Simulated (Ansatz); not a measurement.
Cu₆P⁻, relaxed as a singlet with RKS PBE0-D4/def2-SVPD in Ansatz, starting from the GFN2-xTB geometry. Force threshold 0.02 eV/Å.

The structure comes from a short search, and lower isomers may exist.

Start:

Cartesian coordinates in Å:
```
P 0.621 1.489 0.549
Cu -0.921 0.057 1.307
Cu 1.448 3.309 1.227
Cu 0.688 -1.671 -2.510
Cu -0.650 -1.527 -0.564
Cu -2.190 -1.828 1.208
Cu 1.005 0.171 -1.218
```

Problem. Estimate the energy that the relaxation releases and the steps that it takes.

Solution. 1.53 eV, in 24 steps; 6.3 min on 4 threads of Arm Neoverse V2 on a shared host. No frequencies were taken in this run, so the end may be a saddle point.

Problem. Does the start keep its bonding and symmetry?

Solution. Bonds formed: Cu3–Cu5 (atoms count from 1). Metal–metal contacts that move far: Cu2–Cu3 4.02 to 2.50 Å, Cu3–Cu7 4.00 to 2.50 Å. The end is the same structure that another start reached. Point group Cs at the start, Cs at the end, both within 0.05 Å.

Problem. Predict the relaxed structure.

Solution. 
```xyz
7

P    -0.0206    2.3583    0.0906
Cu   -1.1781    0.5934    0.8373
Cu    1.3011    0.8355    1.0325
Cu    1.0672   -1.5131   -2.1388
Cu    0.0752   -1.2877   -0.0005
Cu   -1.7161   -1.6770    1.4986
Cu    0.4711    0.6905   -1.3198
```
Bond lengths (bridged metal pairs left out): 7 × Cu–Cu 2.37 to 2.66 Å; 3 × Cu–P 2.23 to 2.24 Å.
